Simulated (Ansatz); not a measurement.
`C[SiH2][Se][Se]C` + H₂ → `C[Se][Se][SiH3]` + CH₄  (hydrogenolysis of the Si–C bond)

Program: Ansatz. Geometries: PBE0-D4/def2-TZVP. ΔE: electronic, gas phase. CCSD(T)/CBS adds triple-zeta CCSD(T) − MP2 to the extrapolated MP2 energy (def2 sets, frozen cores). This one scheme is used for every species. DFT in def2-TZVPP. B3LYP here is the variant with VWN-RPA as its local correlation; programs differ in this. For Se outer-core shells are correlated without core-valence functions, which leaves a few kJ/mol of doubt a bond. Scalar relativity is left out up to krypton. Each species was taken in one conformer, which may not be the lowest.

`C[SiH2][Se][Se]C`:

Z-matrix (Å, degrees):
```
C
Si 1 1.862
H 1 1.092 2 110.0
H 1 1.094 2 110.3 3 119.6
H 1 1.092 2 110.7 3 -120.1
Se 2 2.288 1 112.1 3 58.4
H 2 1.487 1 110.9 3 -62.8
H 2 1.489 1 111.4 3 175.7
Se 6 2.335 2 94.7 1 -64.9
C 9 1.946 6 99.3 2 -87.6
H 10 1.091 9 106.1 6 179.7
H 10 1.087 9 109.9 6 -61.4
H 10 1.088 9 110.0 6 61.0
```

H₂:

```xyz
2

H    -0.344   -0.104    0.101
H     0.344    0.104   -0.101
```

`C[Se][Se][SiH3]`:

Cartesian coordinates in Å:
```
C -1.063 -1.558 -0.754
Se -1.542 0.328 -0.791
Se -0.870 0.933 1.362
Si 1.261 1.422 0.712
H 0.007 -1.668 -0.592
H -1.628 -2.070 0.022
H -1.332 -1.956 -1.734
H 2.019 1.791 1.938
H 1.882 0.229 0.083
H 1.266 2.551 -0.248
```

CH₄:

Z-matrix (Å, degrees):
```
C
H 1 1.090
H 1 1.090 2 109.5
H 1 1.090 2 109.5 3 -120.0
H 1 1.090 2 109.5 3 120.0
```

```csv
level,ΔE (kcal/mol)
B3LYP-D4,-5.2
BHLYP-D4,-6.1
ωB97M-V,-4.6
B2PLYP,-6.4
r2SCAN0,-5.3
BHLYP,-8.3
MP2/def2-SVP,-6.4
HF/CBS(def2),-10.6
```

Task: What does CCSD(T)/CBS give? (Best estimate.)

Result: Ansatz gave: -4.4 kcal/mol. The listed levels differ from it by -0.8, -1.7, -0.2, -2.0, -0.9, -3.9, -2.0, -6.2 kcal/mol.

Task: What do rigid-rotor, harmonic-oscillator terms from PBE0-D4/def2-TZVP frequencies (298.15 K, 1 bar) make of the CCSD(T)/CBS value? (An estimate is asked.)

Result: Computed: ΔZPE = +3.5 kcal/mol, ΔH = -1.7 kcal/mol, ΔS = 20 J/(mol·K), ΔG = -3.0 kcal/mol.

Largest T1 diagnostic among the species: 0.010.

Leaving LDA and LC-ωPBE aside and taking each functional with its dispersion term where it has one, the values, not all of them listed here, spread over 3.2 kcal/mol, from B2PLYP to revPBE-D4. LDA lies +1.8 kcal/mol from PBE without D4. At CCSD(T), def2-SVP lies −3.6 kcal/mol from the extrapolated value and def2-TZVPP −0.7 kcal/mol. In def2-TZVPP, CCSD(T) changes the Hartree–Fock value by +5.5 kcal/mol (the triples alone add +1.0 kcal/mol) and MP2 by +7.0 kcal/mol.
